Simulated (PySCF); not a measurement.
# PSe⁺: energy against distance

Set-up: PySCF, spin-free X2C with a Gaussian nucleus, basis sets P x2c-SVPall, Se x2c-SVPall. Energies in eV from P + Se⁺ in their ground configurations at the same level. State: triplet, unpaired electrons π ↑↑, a mixture of terms (⟨Lz²⟩ = 2.0), a second solution, started from another occupation.

All columns are PBE0. A positive dipole points towards Se; it is taken about the centre of mass and depends on that origin.

```json
{"R (Å)": "1.687", "E (eV)": "1.638", "μ (D)": "-0.80", "Mulliken charge on P (basis-dependent)": "0.38", "HOMO (eV)": "-12.58", "LUMO (eV)": "-14.46", "Mayer bond order": "1.89", "⟨S²⟩": "2.01"}
{"R (Å)": "1.766", "E (eV)": "-0.203", "μ (D)": "-0.99", "Mulliken charge on P (basis-dependent)": "0.42", "HOMO (eV)": "-12.76", "LUMO (eV)": "-14.03", "Mayer bond order": "1.87", "⟨S²⟩": "2.01"}
{"R (Å)": "1.844", "E (eV)": "-1.451", "μ (D)": "-1.20", "Mulliken charge on P (basis-dependent)": "0.47", "HOMO (eV)": "-12.94", "LUMO (eV)": "-13.64", "Mayer bond order": "1.85", "⟨S²⟩": "2.01"}
{"R (Å)": "1.903", "E (eV)": "-2.093", "μ (D)": "-1.37", "Mulliken charge on P (basis-dependent)": "0.49", "HOMO (eV)": "-13.07", "LUMO (eV)": "-13.37", "Mayer bond order": "1.84", "⟨S²⟩": "2.01"}
{"R (Å)": "1.962", "E (eV)": "-2.540", "μ (D)": "-1.55", "Mulliken charge on P (basis-dependent)": "0.52", "HOMO (eV)": "-13.19", "LUMO (eV)": "-13.11", "Mayer bond order": "1.83", "⟨S²⟩": "2.01"}
{"R (Å)": "2.021", "E (eV)": "-2.833", "μ (D)": "-1.73", "Mulliken charge on P (basis-dependent)": "0.54", "HOMO (eV)": "-13.30", "LUMO (eV)": "-12.88", "Mayer bond order": "1.82", "⟨S²⟩": "2.01"}
{"R (Å)": "2.099", "E (eV)": "-3.036", "μ (D)": "-1.98", "Mulliken charge on P (basis-dependent)": "0.56", "HOMO (eV)": "-13.44", "LUMO (eV)": "-12.59", "Mayer bond order": "1.81", "⟨S²⟩": "2.01"}
{"R (Å)": "2.197", "E (eV)": "-3.073", "μ (D)": "-2.29", "Mulliken charge on P (basis-dependent)": "0.58", "HOMO (eV)": "-13.60", "LUMO (eV)": "-12.27", "Mayer bond order": "1.80", "⟨S²⟩": "2.01"}
{"R (Å)": "2.315", "E (eV)": "-2.908", "μ (D)": "-2.66", "Mulliken charge on P (basis-dependent)": "0.60", "HOMO (eV)": "-13.75", "LUMO (eV)": "-11.92", "Mayer bond order": "1.79", "⟨S²⟩": "2.01"}
{"R (Å)": "2.472", "E (eV)": "-2.487", "μ (D)": "-3.15", "Mulliken charge on P (basis-dependent)": "0.61", "HOMO (eV)": "-13.94", "LUMO (eV)": "-11.55", "Mayer bond order": "1.78", "⟨S²⟩": "2.01"}
```

A fit through these points gives, at Re = 2.166 Å, μ = -2.19 D and dμ/dR = -3.20 D/Å; the reduced mass is 22.32 u.

Problem. How strong is the fundamental in the double-harmonic approximation, I = 42.26·(dμ/dR)²/μred km/mol?

Solution. I = 42.26·(-3.20)²/22.32 = 19.4 km/mol at PBE0.

Spin–orbit coupling is left out. For an ion De counts to the pair picked by the measured ionisation energies or electron affinities, which need not be the lowest pair at this level.

At some distances an empty level lies below a filled one, because the occupation is held.
